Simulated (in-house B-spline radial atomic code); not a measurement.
Se⁺. Computed with a B-spline radial atomic code. Model: non-relativistic spherical atom: semilocal Troullier-Martins pseudo-atom, one channel per l, against all electrons, high spin, G0W0 and RPA with empty states to l = 8, local potential for every l without a channel, a model core (radius 0 = none) keeps its share of the functional.

The core holds an angular momentum without a channel of its own, so the local potential lets valence electrons into it.

What the tables leave out is listed at the end.

The pseudopotential gives back the lowest level of each angular momentum of its own functional in the configuration it was made in; a second state of the same l is only approximately right. Exact exchange, RPA and GW see the smooth pseudo-orbitals and miss the exchange with the core, for which the functional's share stands in. The column with an uncorrelated core keeps all orbitals and exact exchange, and so separates missing core correlation from pseudisation. Only the three outermost levels and the lowest empty one were computed. RPA here is direct RPA, with no exchange kernel, and its energies carry an (l + 1/2)⁻⁴ tail. A hybrid on a potential with a model core restores only its own semilocal share of the core's exchange.

Command:
```bash
python run_psgw.py task.json out
```
Settings (lengths in bohr, energies in hartree):
```
Z                      34
electrons              33
configuration          [Ar] 3d10 4s2 4p3
generated_in           [Ar] 3d10 4s2 4p4
functional             lda,vwn
core_shells            6
radius_factor          1.3
core_correction        False
```

Run time, properties included: 32 s on 1 thread of Arm Neoverse N1, on a shared host.

Given: made with LDA VWN5; model core radius 0 bohr; local radius 2.034 bohr; mean-field start LDA VWN5.

Valence shells of the generating configuration: 4s, 4p.

Channel: s 1.976, p 2.361 (radii in bohr).

Computed: largest level miss in the spin-unpolarised generating configuration 0 eV; valence RPA correlation energy pseudo -0.21367 hartree; all-electron RPA polarisability, core included 12.455 bohr³; pseudo-atom RPA polarisability 12.611 bohr³.

```tsv
level	occupied	mean-field all-electron (eV)	mean-field pseudo minus all (eV)	G0W0 all-electron (eV)	G0W0 uncorrelated core minus all (eV)	G0W0 pseudo minus all (eV)	exchange self-energy all-electron (eV)	exchange self-energy pseudo (eV)
4p up	1	-16.452	-0.075	-21.343	0.2	-0.247	-19.982	-17.112
4s down	1	-24.879	0.462	-29.3	0.524	0.038	-18.484	-13.72
4p down (empty)	0	-14.096	0.294	-10.102	0.229	-0.267	-5.6519	-2.7544
```

(1) What is the valence RPA correlation energy all-electron orbitals?

Given: mean-field start PBE0.

Computed: valence RPA correlation energy all-electron orbitals -0.17462 hartree; valence RPA correlation energy pseudo -0.19514 hartree; all-electron RPA polarisability, core included 11.131 bohr³.

```
          level  occupied  mean-field all-electron (eV)  mean-field pseudo minus all (eV)  G0W0 all-electron (eV)  G0W0 uncorrelated core minus all (eV)  G0W0 pseudo minus all (eV)  exchange self-energy all-electron (eV)  exchange self-energy pseudo (eV)
          4p up         1                       -17.858                            -0.173                 -21.532                                  0.194                      -0.175                                 -19.865                           -17.234
        4s down         1                       -25.568                            -0.067                 -29.304                                  0.527                        0.06                                 -18.224                           -13.852
4p down (empty)         0                       -12.392                            -0.034                 -9.8729                                   0.22                      -0.101                                 -5.3099                           -2.7349
```

(2) What is the pseudo-atom RPA polarisability?

Given: mean-field start Hartree-Fock.

Computed: valence RPA correlation energy all-electron orbitals -0.14011 hartree; all-electron RPA polarisability, core included 8.8083 bohr³; pseudo-atom RPA polarisability 8.5404 bohr³.

| level | occupied | mean-field all-electron (eV) | mean-field pseudo minus all (eV) | G0W0 all-electron (eV) | G0W0 uncorrelated core minus all (eV) | G0W0 pseudo minus all (eV) | exchange self-energy all-electron (eV) | exchange self-energy pseudo (eV) |
| --- | --- | --- | --- | --- | --- | --- | --- | --- |
| 4p up | 1 | -21.423 | -0.242 | -21.848 | 0.182 | -0.126 | -19.595 | -17.25 |
| 4s down | 1 | -27.531 | -0.247 | -29.275 | 0.509 | 0.109 | -17.563 | -13.746 |
| 4s up | ? | ? | ? | ? | ? | ? | ? | ? |
| 4p down (empty) | 0 | -7.8321 | -0.04 | -9.5086 | 0.165 | 0.019 | -4.1484 | -2.3584 |

(3) What belongs in the row 4s up?

(4) What is the valence RPA correlation energy pseudo?

## Answers

(1) -0.1908 hartree.

(2) 11.002 bohr³.

(3) occupied: 1; mean-field all-electron (eV): -35.975; mean-field pseudo minus all (eV): -0.516; G0W0 all-electron (eV): -33.715; G0W0 uncorrelated core minus all (eV): 0.228; G0W0 pseudo minus all (eV): -0.122; exchange self-energy all-electron (eV): -25.974; exchange self-energy pseudo (eV): -22.511.

(4) -0.15525 hartree.

Among the listed levels the largest G0W0 shift of the pseudo-atom is -0.27 eV, for 4p down (empty) on the LDA VWN5 start, while leaving the core uncorrelated moves that level by +0.23 eV. So pseudisation and the lost core exchange, not the missing core correlation, make the error. Not in the tables (levels of low weight, unsolved or above zero; the highest and the empty levels are kept at any weight): on LDA the G0W0 levels 4s up (pseudo minus all +1.54 eV, weights 0.01 and 0.19); on PBE0 the G0W0 levels 4s up (pseudo minus all -0.08 eV, weights 0.42 and 0.39).
